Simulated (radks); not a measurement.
Neutral beryllium inside a hard spherical wall (all orbitals vanish at R), configuration held at [He] 2s2 and not refilled when levels cross. Method: non-relativistic Kohn-Sham, PBEsol, spin-unpolarised, spherical densities, point nucleus; computed with a radial shooting solver on a logarithmic mesh with Libxc functionals. Eigenvalues in eV, with the zero of energy where the potential of the charges vanishes at infinity; a dash marks a level that is unbound or too diffuse for the functional's potential to be trusted. A positive occupied level is held by the wall or, in an anion where self-interaction has pushed it up, behind a barrier. The pressure on the wall is -dE/dV.

R (bohr) = free: E (hartree) -14.53230; kinetic (hartree) 14.447; e(1s) -105.44; e(2s) -5.542; e(2p, empty) -1.969; e(3s, empty) -; pressure (GPa) 0
R (bohr) = 20: E (hartree) -14.53230; kinetic (hartree) 14.447; e(1s) -105.44; e(2s) -5.542; e(2p, empty) -1.969; e(3s, empty) -; pressure (GPa) < 0.0001
R (bohr) = 7: E (hartree) -14.52681; kinetic (hartree) 14.486; e(1s) -105.00; e(2s) -5.257; e(2p, empty) -1.492; e(3s, empty) 5.385; pressure (GPa) 0.312
R (bohr) = 6: E (hartree) -14.51437; kinetic (hartree) 14.554; e(1s) -104.35; e(2s) -4.804; e(2p, empty) -0.875; e(3s, empty) 9.038; pressure (GPa) 1.37
R (bohr) = 5: E (hartree) -14.47405; kinetic (hartree) 14.729; e(1s) -102.89; e(2s) -3.662; e(2p, empty) 0.533; e(3s, empty) 16.150; pressure (GPa) 6.44
R (bohr) = 4: E (hartree) -14.33977; kinetic (hartree) 15.185; e(1s) -99.776; e(2s) -0.655; e(2p, empty) 3.840; e(3s, empty) 31.424; pressure (GPa) 34.3
R (bohr) = 2.5: E (hartree) -13.15224; kinetic (hartree) 18.116; e(1s) -87.024; e(2s) 20.070; e(2p, empty) 21.958; e(3s, empty) 112.30; pressure (GPa) 760
R (bohr) = 2: E (hartree) -11.51437; kinetic (hartree) 21.526; e(1s) -77.039; e(2s) 46.072; e(2p, empty) 40.798; e(3s, empty) 196.56; pressure (GPa) 2960
R (bohr) = 1.5: E (hartree) -6.96924; kinetic (hartree) 29.874; e(1s) -58.519; e(2s) 114.61; e(2p, empty) 84.363; e(3s, empty) 391.72; pressure (GPa) 16000
